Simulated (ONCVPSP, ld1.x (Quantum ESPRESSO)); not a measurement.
## Potentials for Au (Z = 79) compared

Generated with ld1.x 7.5 (TM, RRKJ, ultrasoft, PAW), atompaw 4.2 or ONCVPSP 4.0.1. The cutoff is in Ry: for ld1.x and atompaw files where the sum of valence levels is converged to 10 mRy in a Bessel basis, for ONCV files where the hardest occupied wave has 1 mHa per electron of residual kinetic energy. The error is the largest all-electron minus pseudo excitation energy over each file’s own four to seven test configurations (ionisations up to +4, promotions, holes and added fractions of an electron), all of which were solved. The labels leave out finer settings (local radius, basis sizes, second energies), which also bear on the numbers. Spin-polarised tests are not counted. The rows are a selection from randomly drawn settings: files with unsolved tests, undetermined cutoffs or missed reference levels are left out.

A true bound ghost makes a file unfit for plane-wave use even where its test errors are small: the radial tests pick states by their node count and pass the ghost by.

| potential | cutoff (Ry) | largest error (meV) | bound ghosts |
| --- | --- | --- | --- |
| ONCV, PBE, scalar-relativistic, rc 2.55/2.30/1.85/1.00 (spdf), local f, core correction yes, reference 4f14 5d10 6s1, qcut 2.1/3.7/9.7/18.2, projectors 1/2/2/0 | 278 | -422 | s, p |
| ONCV, PBEsol, scalar-relativistic, rc 1.60/1.45/1.30 (spd), local smoothed, core correction yes, reference 5s2 5p6 5d9 6s2, qcut 8.9/11.9/7.2, projectors 2/1/2 | 87 | -468 | none |
| ONCV, PBEsol, scalar-relativistic, rc 1.05/1.60/1.60/0.90 (spdf), local smoothed, core correction yes, reference 4f14 5s2 5p6 5d9, qcut 4.9/8.8/8.8/19.3, projectors 2/2/3/3 | 330 | -24 | s, p |

Q: Fill in the row for Au: ONCV, PBEsol, fully relativistic, rc 1.65/1.85/1.50 (spd), local smoothed, core correction yes, reference 5s2 5p6 5d10 6s1, qcut 7/8.3/7.2, projectors 2/1/2.

A: cutoff 42 Ry, largest error +6.0 meV, bound ghosts: none.

Q: Fill in the row for Au: ONCV, PBEsol, scalar-relativistic, rc 1.35/1.00/2.25 (spd), local smoothed, core correction yes, reference 5s2 5p6 5d10 6s0.5, qcut 10/8.6/7.1, projectors 3/2/3.

A: cutoff 119 Ry, largest error -266 meV, bound ghosts: none.

Q: Fill in the row for Au: TM semilocal, PBEsol, scalar-relativistic, rc 1.60/3.40/1.90 (spd), local p, core correction yes, reference 5d10 6s0 6p0.

A: cutoff 45 Ry, largest error -197 meV, bound ghosts: none.
